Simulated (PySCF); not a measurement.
Cl2Ge (SMILES [Cl][Ge][Cl]), singlet, geometry from GFN2-xTB; CASSCF(2,4)/cc-pVDZ (PySCF).

PySCF was given this input:
```python
from pyscf import gto, scf, mcscf
import numpy

mol = gto.M(
    atom='''
Ge    0.03708706   -0.04229772    0.71659349
Cl    1.00471861    1.32222639   -0.65255028
Cl   -1.07452955   -1.24260715   -0.69633159
''',
    basis='cc-pvdz',
    verbose=4,
)

mf = scf.RHF(mol)
mf.kernel()
mc = mcscf.CASSCF(mf, 4, 2)
mc.fix_spin_(ss=0.0)
mc.conv_tol = 1e-5
mc.kernel()
occ = numpy.linalg.eigvalsh(mc.fcisolver.make_rdm1(mc.ci, mc.ncas, mc.nelecas))[::-1]
ss = mc.fcisolver.spin_square(mc.ci, mc.ncas, mc.nelecas)[0]
print('natural occupations', occ.round(4), ' <S^2>', round(ss, 4))
```

It wrote (shortened):

```
PySCF version 2.14.0

[INPUT] verbose = 4
[INPUT] num. atoms = 3
[INPUT] num. electrons = 66
[INPUT] charge = 0
[INPUT] spin (= nelec alpha-beta = 2S) = 0
[INPUT] symmetry False subgroup None
[INPUT] Mole.unit = angstrom
[INPUT] Symbol           X                Y                Z      unit          X                Y                Z       unit  Magmom
[INPUT]  1 Ge     0.037087060000  -0.042297720000   0.716593490000 AA    0.070084386165  -0.079931106494   1.354165438746 Bohr   0.0
[INPUT]  2 Cl     1.004718610000   1.322226390000  -0.652550280000 AA    1.898643005154   2.498645751772  -1.233141311708 Bohr   0.0
[INPUT]  3 Cl    -1.074529550000  -1.242607150000  -0.696331590000 AA   -2.030566562252  -2.348187193926  -1.315875996983 Bohr   0.0

nuclear repulsion = 312.657598177741
number of shells = 16
number of NR pGTOs = 159
number of NR cGTOs = 63
basis = cc-pvdz
ecp = {}

******** <class 'pyscf.scf.hf.RHF'> ********
method = RHF
initial guess = minao
damping factor = 0
level_shift factor = 0
DIIS = <class 'pyscf.scf.diis.CDIIS'>
diis_start_cycle = 1
diis_space = 8
diis_damp = 0
SCF conv_tol = 1e-09
SCF conv_tol_grad = None
SCF max_cycles = 50
direct_scf = True
direct_scf_tol = 1e-13
Set gradient conv threshold to 3.16228e-05
Initial guess from minao.
init E= -2993.85435093688
  HOMO = -0.278060174465668  LUMO = -0.0328737660696174  gap/eV = 6.67186
cycle= 1 E= -2994.37307045964  delta_E= -0.519  |g|= 0.381  |ddm|= 1.49
  HOMO = -0.398427262916624  LUMO = -0.0470399334472016  gap/eV = 9.56174
cycle= 2 E= -2994.41785156168  delta_E= -0.0448  |g|= 0.195  |ddm|= 0.689
  HOMO = -0.38709231882542  LUMO = -0.00474203445381294  gap/eV = 10.40428
cycle= 3 E= -2994.42949775621  delta_E= -0.0116  |g|= 0.0224  |ddm|= 0.198
  HOMO = -0.385288569569117  LUMO = 0.000296840807235244  gap/eV = 10.49231
cycle= 4 E= -2994.43000705909  delta_E= -0.000509  |g|= 0.00617  |ddm|= 0.0673
  HOMO = -0.385699382948909  LUMO = -0.000388942999461461  gap/eV = 10.48483
cycle= 5 E= -2994.43005424434  delta_E= -4.72e-05  |g|= 0.00142  |ddm|= 0.0231
  HOMO = -0.38553414790337  LUMO = -0.000250558979181914  gap/eV = 10.48410
cycle= 6 E= -2994.4300567668  delta_E= -2.52e-06  |g|= 0.000401  |ddm|= 0.00482
  HOMO = -0.38551209471794  LUMO = -0.000238076432778733  gap/eV = 10.48384
cycle= 7 E= -2994.43005693413  delta_E= -1.67e-07  |g|= 8.87e-05  |ddm|= 0.00115
  HOMO = -0.385483969941159  LUMO = -0.000223323602645431  gap/eV = 10.48348
cycle= 8 E= -2994.43005694092  delta_E= -6.8e-09  |g|= 2.19e-05  |ddm|= 0.000176
  HOMO = -0.385486050252415  LUMO = -0.000225811863073133  gap/eV = 10.48347
cycle= 9 E= -2994.43005694138  delta_E= -4.6e-10  |g|= 5.32e-06  |ddm|= 5.07e-05
  HOMO = -0.385486038537411  LUMO = -0.000226168038130581  gap/eV = 10.48346
Extra cycle  E= -2994.43005694141  delta_E= -2.36e-11  |g|= 2.12e-06  |ddm|= 8.11e-06
converged SCF energy = -2994.43005694141

******** <class 'pyscf.mcscf.mc1step.CASSCF'> ********
CAS (1e+1e, 4o), ncore = 32, nvir = 27
max_cycle_macro = 50
max_cycle_micro = 4
conv_tol = 1e-05
conv_tol_grad = None
orbital rotation max_stepsize = 0.02
orbital rotation threshold for CI restart = 0.01
augmented hessian ah_max_cycle = 30
augmented hessian ah_conv_tol = 1e-12
augmented hessian ah_linear dependence = 1e-14
augmented hessian ah_level shift = 1e-08
augmented hessian ah_start_tol = 2.5
augmented hessian ah_start_cycle = 3
augmented hessian ah_grad_trust_region = 3
kf_trust_region = 3
kf_interval = 4
ci_response_space = 4
ci_grad_trust_region = 3
with_dep4 0
natorb = False
canonicalization = True
sorting_mo_energy = False
ao2mo_level = 2
internal_rotation = False
******** <class 'pyscf.fci.addons.SpinPenaltyFCISolver'> ********
max. cycles = 50
conv_tol = 1e-08
davidson only = True
linear dependence = 1e-12
level shift = 0.001
max iter space = 12
nroots = 1
pspace_size = 400
spin = None
CASCI E = -2994.43612942158  S^2 = 0.0000000
Set conv_tol_grad to 0.00316228
macro iter   1 ( 21 JK    4 micro), CASSCF E = -2994.45040560457  dE = -1.42761830e-02  S^2 = 0.0000000
               |grad[o]|=0.0128  |grad[c]|=0.0214  |ddm|=0.0478  |maxRot[o]|=0.302
macro iter   2 ( 21 JK    4 micro), CASSCF E = -2994.45692224066  dE = -6.51663608e-03  S^2 = 0.0000000
               |grad[o]|=0.0161  |grad[c]|=0.00936  |ddm|=0.0172  |maxRot[o]|=0.312
macro iter   3 ( 19 JK    4 micro), CASSCF E = -2994.45907579489  dE = -2.15355423e-03  S^2 = 0.0000000
               |grad[o]|=0.0084  |grad[c]|=0.00505  |ddm|=0.00676  |maxRot[o]|=0.263
macro iter   4 (  5 JK    2 micro), CASSCF E = -2994.45909345301  dE = -1.76581184e-05  S^2 = 0.0000000
               |grad[o]|=0.00188  |grad[c]|=0.000253  |ddm|=0.00137  |maxRot[o]|=0.0119
macro iter   5 (  3 JK    1 micro), CASSCF E = -2994.45909355043  dE = -9.74214345e-08  S^2 = 0.0000000
               |grad[o]|=0.000309  |grad[c]|=9.61e-05  |ddm|=0.000222  |maxRot[o]|=0.000733
1-step CASSCF converged in   5 macro ( 69 JK  15 micro) steps
CASSCF canonicalization
Density matrix diagonal elements [1.92352583 0.0491048  0.01865196 0.00871741]
CASSCF energy = -2994.45909355043
CASCI E = -2994.45909355043  E(CI) = -1.36778370157754  S^2 = 0.0000000
natural occupations [1.9237 0.0491 0.0187 0.0086]  <S^2> 0.0
```
